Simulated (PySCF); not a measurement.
# Stretching DyH

Set-up: basis Dy x2c-TZVPall, H x2c-TZVPall; spin-free X2C with a Gaussian nucleus; PySCF 2.14. Energies in eV from Dy (4f10 6s2) + H in their ground configurations at the same level. State: sextet, about 9.7 electrons in the 4f shell (Mulliken), real f orbitals that mix terms.

All columns are PBE0. A positive dipole means Dy(−)H(+).

```tsv
R (Å)	E (eV)	μ (D)	Mulliken charge on Dy (basis-dependent)	HOMO (eV)	LUMO (eV)	Mayer bond order	⟨S²⟩
1.714	-1.604	-1.51	0.19	-4.18	-1.71	0.94	8.76
1.794	-1.779	-1.73	0.21	-4.19	-1.78	0.93	8.76
1.873	-1.880	-1.97	0.22	-4.20	-1.84	0.93	8.76
1.933	-1.917	-2.17	0.23	-4.20	-1.88	0.92	8.76
1.993	-1.928	-2.37	0.24	-4.20	-1.92	0.92	8.76
2.053	-1.917	-2.57	0.25	-4.20	-1.96	0.91	8.76
2.132	-1.877	-2.85	0.26	-4.21	-2.00	0.91	8.76
2.232	-1.794	-3.19	0.27	-4.22	-2.06	0.90	8.76
2.352	-1.664	-3.59	0.29	-4.25	-2.12	0.89	8.76
2.511	-1.459	-4.09	0.30	-4.30	-2.20	0.87	8.76
```

A fit through these points gives, at Re = 1.991 Å, μ = -2.36 D and dμ/dR = -3.40 D/Å; the reduced mass is 1.002 u.

Problem. How strong is the fundamental in the double-harmonic approximation, I = 42.26·(dμ/dR)²/μred km/mol?

Solution. I = 42.26·(-3.40)²/1.002 = 488 km/mol at PBE0.

Spin–orbit coupling is left out, which matters for elements this heavy, above all for dissociation energies. With d or f electrons several states lie close, and the lowest PBE0 determinant need not be the measured ground state.
